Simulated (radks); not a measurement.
Results of a calculation; reference values are marked as such.
Cd2.5+, configuration [Kr] 4d8 5p1.5 (fractional occupations, a model configuration).

Code: a radial shooting solver on a logarithmic mesh with Libxc functionals. Model: scalar-relativistic Kohn-Sham, r2SCAN, spin-unpolarised, spherical densities, finite nucleus; meta-GGA in the generalised Kohn-Sham scheme; Fermi nuclear charge, rms radius 4.6087 fm.

Energy parts (hartree):
part                        energy
total                  -5592.47832
kinetic                 5819.62159
electron-nucleus      -13459.31524
Hartree                 2200.64370
exchange-correlation    -153.42838

Orbitals (lengths in bohr, moments of r in powers of bohr; r(90%) holds 90 % of the orbital's charge):
[
 {"orbital": "1s", "occ.": "2", "eigenvalue (hartree)": "-978.0878", "<r^4>": "4.073e-06", "r(90%)": "0.0546", "<r>": "0.03040"},
 {"orbital": "2s", "occ.": "2", "eigenvalue (hartree)": "-146.9775", "<r^4>": "0.0007176", "r(90%)": "0.203", "<r>": "0.1316"},
 {"orbital": "2p", "occ.": "6", "eigenvalue (hartree)": "-131.9229", "<r^4>": "0.0005160", "r(90%)": "0.187", "<r>": "0.1149"},
 {"orbital": "3s", "occ.": "2", "eigenvalue (hartree)": "-28.77982", "<r^4>": "0.03270", "r(90%)": "0.526", "<r>": "0.3574"},
 {"orbital": "3p", "occ.": "6", "eigenvalue (hartree)": "-23.80268", "<r^4>": "0.03495", "r(90%)": "0.536", "<r>": "0.3565"},
 {"orbital": "3d", "occ.": "10", "eigenvalue (hartree)": "-16.03312", "<r^4>": "0.03308", "r(90%)": "0.528", "<r>": "0.3346"},
 {"orbital": "4s", "occ.": "2", "eigenvalue (hartree)": "-5.38520", "<r^4>": "1.106", "r(90%)": "1.26", "<r>": "0.8740"},
 {"orbital": "4p", "occ.": "6", "eigenvalue (hartree)": "-3.90091", "<r^4>": "1.605", "r(90%)": "1.39", "<r>": "0.9462"},
 {"orbital": "4d", "occ.": "8", "eigenvalue (hartree)": "-1.73481", "<r^4>": "4.510", "r(90%)": "1.79", "<r>": "1.164"},
 {"orbital": "5p", "occ.": "1.5", "eigenvalue (hartree)": "-0.81278", "<r^4>": "95.48", "r(90%)": "3.87", "<r>": "2.677"}
]

The highest occupied level is 5p at -22.117 eV. The density falls to 0.001 e/bohr^3 at r = 3.98 bohr. Summed over all electrons, <r^2> = 35.33 bohr^2, which gives a Langevin (diamagnetic) susceptibility term of -28 x 10^-6 cm^3/mol.
